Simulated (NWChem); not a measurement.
Molecule: AlIF2; SMILES [F][Al]([F])[I]

Computed with NWChem. Coordinates come from a PBE0/def2-SVP optimisation. def2 effective core potentials on I; no spin-orbit coupling. Vertical excitations in the gas phase; the lowest state need not have the same character in each row.

```csv
level,"lowest excitation, singlet (eV)",oscillator strength of that lowest state,"lowest state with f > 0.02, singlet (eV)",oscillator strength of that bright state,orbital gap (eV)
"PBE/def2-SVP, full TDDFT",4.95,0.015,5.13,0.025,4.81
"B3LYP/def2-SVP, full TDDFT",5.26,0.018,5.43,0.029,6.28
"LDA (Slater exchange, VWN5)/def2-SVP, full TDDFT",4.87,0.015,5.06,0.024,4.71
"CAM-B3LYP/def2-SVP, full TDDFT",5.63,0.021,5.63,0.021,8.99
```
